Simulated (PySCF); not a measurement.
CH₃BI₂, SMILES CB(I)I. Coordinates come from a PBE-D3(BJ)/def2-SVP optimisation. The def2 effective core potentials stand for the cores of I; spin–orbit coupling is left out.

Computed equilibrium geometry at PBE-D3(BJ)/def2-SVP (PySCF confirms it by a frequency run) as a Z-matrix, and its point group:
point group Cs.
```
B
C 1 1.5622
H 2 1.1077 1 112.97
H 2 1.1077 3 110.12 1 -127.34
H 2 1.1151 3 106.59 4 -115.24
I 1 2.1455 2 120.71 3 -154.13
I 1 2.1455 2 120.71 3 28.30
```
